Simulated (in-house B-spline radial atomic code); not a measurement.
## Ionising Tc⁺ with different functionals

Computed with a B-spline radial code for spherical atoms: non-relativistic Hamiltonian, point nucleus, spin-polarised at highest spin, spherical fractional occupations for the functionals, and exact exchange of hybrids averaged over the configuration. The ionisation energy is the difference of two self-consistent energies, [Kr] 4d5 5s1 → [Kr] 4d5, without Breit or QED terms; ε is the level of the shell that loses the electron (its least bound occupied spin orbital). There is no spin-orbit coupling in this Hamiltonian.

```csv
method,rung,ΔSCF (eV),-ε(5s) (eV)
PBE0,global hybrid,14.76,12.32
B3LYP,global hybrid,14.83,12.18
TPSSh,global hybrid,14.66,11.80
M06-2X,global hybrid,14.43,12.99
BHandHLYP,global hybrid,14.36,12.76
r2SCAN0,global hybrid,14.73,12.56
B97-1,global hybrid,14.46,11.95
HSE06,range-separated hybrid,14.79,11.96
wB97X,range-separated hybrid,14.07,13.83
CAM-B3LYP,range-separated hybrid,14.66,13.34
LC-wPBE,range-separated hybrid,14.41,14.34
```

Question: Among the functionals, which spreads more, the ΔSCF values or the orbital energies?

Answer: The orbital energies: ΔSCF values span about 0.77 eV and the orbital energies 2.54 eV.

Question: How do they compare with the NIST value?

Answer: NIST lists 15.260 eV (semi-empirical, ground level to ground level). Errors run from -1.19 to -0.43 eV; B3LYP is closest (-0.43 eV), but part of that can be cancellation, since the calculations leave out relativity, Breit-QED terms, multiplet and fine-structure energies.
